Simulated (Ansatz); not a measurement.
Isolated molecules relaxed with PBE0-D4/def2-TZVP in Ansatz; ΔE leaves out vibrations. CCSD(T)/CBS is the MP2 limit (def2-TZVPP, def2-QZVPP) plus CCSD(T) − MP2 in def2-TZVPP, frozen cores. Functionals use def2-TZVPP. B3LYP here is the variant with VWN-RPA as its local correlation; programs differ in this. One conformer a species, not always the lowest.

`OCB1C=C1` + `CNBCl` → `CB1C=C1` + `OCNBCl`  (redistribution)

Question: Is it downhill or uphill in electronic energy at CCSD(T)/CBS, and by how much? (Estimate.)

Answer: Ansatz gave: Downhill: ΔE = -8.4 kcal/mol.

Question: What do these levels give: B3LYP-D4, B3LYP, CCSD(T)/def2-TZVPP, MP2/def2-QZVPP, SCS-MP2/def2-QZVPP, MP2/CBS(def2)? (Estimate.)

Answer: Ansatz gave: B3LYP-D4 -7.9, B3LYP -7.4, CCSD(T)/def2-TZVPP -8.6, MP2/def2-QZVPP -9.0, SCS-MP2/def2-QZVPP -8.4, MP2/CBS(def2) -8.9 kcal/mol.

Largest T1 diagnostic among the species: 0.011.
